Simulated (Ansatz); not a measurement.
`[F][SnH]([F])[O][SiH3]` + CH₃OH → `C[O][SnH]([F])[O][SiH3]` + H–F  (ligand exchange at the Sn–F bond)

Program: Ansatz. Geometries: PBE0-D4/def2-TZVP. ΔE: electronic, gas phase. CBS: MP2 limit from def2 TZ/QZ plus the TZ coupled-cluster correction, frozen cores. This one scheme is used for every species. DFT in def2-TZVPP. def2 core potentials past Kr. For Sn outer-core shells are correlated without core-valence functions, which leaves a few kJ/mol of doubt a bond. Each species was taken in one conformer, which may not be the lowest.

```csv
level,ΔE (kJ/mol)
r2SCAN-D4,32.3
B2PLYP,32.4
```

(1) What does CCSD(T)/CBS give? (Estimate.)

Largest T1 diagnostic among the species: 0.014.

Answers

(1) Ansatz gave: +22.3 kJ/mol. The listed levels differ from it by 10.0, 10.1 kJ/mol.

The D4 term adds −10.4 kJ/mol with B3LYP and −6.1 kJ/mol with PBE0; it sums over pairs of atoms, weighted by their polarisabilities, and B3LYP, whose exchange is more repulsive, gets the larger term. In def2-TZVPP, CCSD(T) changes the Hartree–Fock value by −21.3 kJ/mol (the triples alone add −3.0 kJ/mol) and MP2 by −24.8 kJ/mol.

B3LYP here is the variant with VWN-RPA as its local correlation; programs differ in this.
